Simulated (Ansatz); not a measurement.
Geometry optimisation, Ansatz, RHF/def2-SVP.

Input:

```yaml
crystal:
  periodic: [false, false, false]
  atoms:
    - { symbol: B, position_ang: [0.013706, 0.657688, -0.238775] }
    - { symbol: O, position_ang: [-0.382159, -0.337748, 2.14355] }
    - { symbol: H, position_ang: [-1.16324, -0.68386, 2.548735] }
    - { symbol: F, position_ang: [1.146959, 0.012674, -0.413417] }
    - { symbol: C, position_ang: [-1.328972, 0.113502, -0.846217] }
    - { symbol: H, position_ang: [-1.399521, -0.963278, -0.686621] }
    - { symbol: H, position_ang: [-2.215744, 0.597465, -0.437529] }
    - { symbol: H, position_ang: [-1.323521, 0.287242, -1.927375] }
    - { symbol: S, position_ang: [0.105245, 2.36369, 0.523653] }
    - { symbol: H, position_ang: [1.421723, 2.381285, 0.741077] }
    - { symbol: H, position_ang: [-0.344176, 0.599639, 2.387919] }
basis:
  gaussian: { orbitals: def2-SVP }
hamiltonian:
  xc: hf
relax:
  f_tol: 0.03
  max_steps: 50
```

Command:

```bash
$ ansatz run input.yaml --threads 2 --pin off --max-ram 3072MiB --backend cpu --events-out ev --progress --plain --runs-dir out
```

Question: Where does it end, and by what steps?

Answer: The run converged. After 8 steps the energy has fallen by 0.062 eV; H11 moved furthest, 0.33 Å.

| step | energy less start (eV) | largest force component (eV/Å) | accepted |
| --- | --- | --- | --- |
| 0 | 0.0000 | 1.273 | yes |
| 1 | -0.0459 | 0.625 | yes |
| 2 | -0.0559 | 0.434 | yes |
| 3 | -0.0575 | 0.411 | yes |
| 4 | -0.0565 | 0.154 | no |
| 5 | -0.0607 | 0.195 | yes |
| 6 | -0.0595 | 0.174 | no |
| 7 | -0.0614 | 0.073 | yes |
| 8 | -0.0616 | 0.010 | yes |

```xyz
11
Properties=species:S:1:pos:R:3
B 0.046 0.727 -0.312
O -0.429 -0.394 2.273
H -1.220 -0.827 2.557
F 1.169 0.051 -0.467
C -1.310 0.144 -0.851
H -1.375 -0.922 -0.628
H -2.189 0.649 -0.451
H -1.329 0.253 -1.941
S 0.150 2.423 0.371
H 1.469 2.460 0.572
H -0.450 0.465 2.671
```

Whether the end is a true minimum wasn't checked by a vibrational analysis.

The run took 17 s on 2 threads of Arm Neoverse V2, on a shared host, peak memory 0.2 GiB.
